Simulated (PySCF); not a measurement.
Te(OMe)(NH2) (CH5NOTe), SMILES CO[Te]N. Atoms are numbered in the order given.

```xyz
9

Te    -0.1072    -0.1302     0.5484
O      1.0484     0.9148    -0.7437
C      1.5635     0.2284    -1.8615
H      0.7693    -0.1094    -2.5568
H      2.2116     0.9328    -2.4112
H      2.1694    -0.6566    -1.5863
N     -1.8788    -0.2670    -0.4245
H     -1.8648    -0.8444    -1.2632
H     -2.3285     0.6280    -0.6109
```

The structure is a stationary point at B3LYP-D3(BJ)/def2-SVP. The structure was generated by enumeration, and PubChem lists no compound with its InChIKey, so it may never have been made. The def2 effective core potentials stand for the cores of Te; spin–orbit coupling is left out. One conformer was computed; it need not be the lowest.

Level of theory: PySCF with PBE0/def2-TZVP.

ESP charges are fitted to the potential on shells at 1.4 to 2.0 van der Waals radii. Atomic charges (e):

| atom | Löwdin | ESP fit | Mulliken |
|---|---|---|---|
| Te1 | 0.52 | 0.26 | 0.42 |
| O2 | -0.19 | -0.33 | -0.44 |
| C3 | -0.44 | -0.04 | -0.18 |
| H4 | 0.09 | 0.04 | 0.10 |
| H5 | 0.11 | 0.09 | 0.13 |
| H6 | 0.10 | 0.05 | 0.12 |
| N7 | -0.46 | -0.80 | -0.65 |
| H8 | 0.14 | 0.36 | 0.25 |
| H9 | 0.14 | 0.37 | 0.26 |

Computed Mayer and Wiberg (Löwdin basis) orders of the bonds:
```
bond    Mayer  Wiberg
------  -----  ------
Te1–O2   0.91    1.25
O2–C3    0.98    1.65
C3–H4    0.97    0.95
C3–H5    0.96    0.93
C3–H6    0.97    0.94
Te1–N7   1.10    1.51
N7–H8    0.91    1.00
N7–H9    0.91    1.00
```
